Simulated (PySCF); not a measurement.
C₂H₁₁O₂PSi₃.
Cartesian coordinates in Å at the PBE0-D3(BJ)/def2-SVP level; atoms count from 1:
```
atom  x, y, z in Å
C1     3.6865    0.0294    1.2424
O2     2.8025   -0.0082    0.1271
C3     1.5122    0.1951    0.3893
O4     1.0862    0.4098    1.4988
Si5    0.3665    0.0657   -1.1570
P6    -1.3576    1.4204   -0.6732
Si7   -2.8771    0.3253   -1.9383
Si8   -1.9594    0.4240    1.2824
H9     4.6890   -0.1639    0.8451
H10    3.6505    1.0132    1.7323
H11    3.4126   -0.7383    1.9806
H12    1.0843    0.5075   -2.3864
H13   -0.0097   -1.3768   -1.2940
H14   -3.0450   -1.1042   -1.5260
H15   -2.4242    0.3621   -3.3629
H16   -4.1880    1.0278   -1.8149
H17   -1.5007   -0.9953    1.3635
H18   -3.4584    0.4220    1.2632
H19   -1.5010    1.2228    2.4493
```

Linear response at CAM-B3LYP/def2-SVPD (PySCF, frozen core in the response, non-relativistic). One conformer (not necessarily the lowest) at the PBE0-D3(BJ)/def2-SVP geometry, without solvent, vibrations or thermal averaging.

Static isotropic polarisability: 144.33 au (21.39 Å³), principal values 114.4, 145.5, 173.1 au.

(1) What is the polarisability at 1064 nm and at the sodium D line?

(2) What is the isotropic C6 coefficient between two such molecules, C6 = (3/π)∫α(iω)² dω?

(3) Which effective excitation energy ω̄ makes London's formula C6 = (3/4)α²ω̄ exact here?

(4) The lowest 10 singlets have (eV, f): 5.19, 0.002; 5.88, 0.005; 6.02, 0.024; 6.32, 0.043; 6.63, 0.016; 6.69, 0.041; 7.00, 0.020; 7.06, 0.015; 7.20, 0.016; 7.28, 0.012. What share of the static polarisability do they carry in the sum over states α = Σ f/ω²?

(5) How many electrons N does the Slater–Kirkwood formula C6 = (3/4)·√N·α^(3/2) need to give this C6?

(6) How anisotropic is the static polarisability, by Δα² = ½[(α1 − α2)² + (α2 − α3)² + (α3 − α1)²]?

(7) What three-body coefficient follows from the one-pole estimate C9 = (3/4)·α·C6?

Results:

(1) 145.95 au at 1064 nm (+1.1 %), 149.81 au at 589.3 nm (+3.8 %). The rise at 589.3 nm is 3.38 times that at 1064 nm; a pure ω² law gives 3.26. The lowest singlet lies at 239 nm, shorter than both wavelengths.

(2) 7069 au (Eh·bohr⁶) by a ten-point quadrature over imaginary frequencies, which is 4220 eV·Å⁶ or 408 J·nm⁶/mol.

(3) ω̄ = 4·C6/(3α²) = 0.452 Eh = 12.3 eV. A one-pole form α(ω) = α/(1 − ω²/ω̄²) fitted to the 1064 nm value gives 11.1 eV. London's choice of the ionisation energy (9.05 eV, ΔSCF at the same level) gives C6 = 5190 au, 27 % too low.

(4) 3.33 au, 2.3 % of α; the largest term, 0.80 au, is that of the state at 6.32 eV. Their oscillator strengths add up to 0.19. Higher states carry the rest.

(5) N = (4·C6/3)²/α³ = 29.6; the species has 96 electrons in all.

(6) Δα = 50.8 au, or 0.35 of the isotropic value.

(7) 765000 au. This is an estimate from the two numbers above, not a computed integral.

On one thread, Arm Neoverse V2 (aarch64), no GPU, shared host with 96 logical CPUs at a one-minute load of 24, this took 4.3 min of wall time and 1.3 GiB of memory at its peak. This is the whole response run at CAM-B3LYP/def2-SVPD, SCF included.
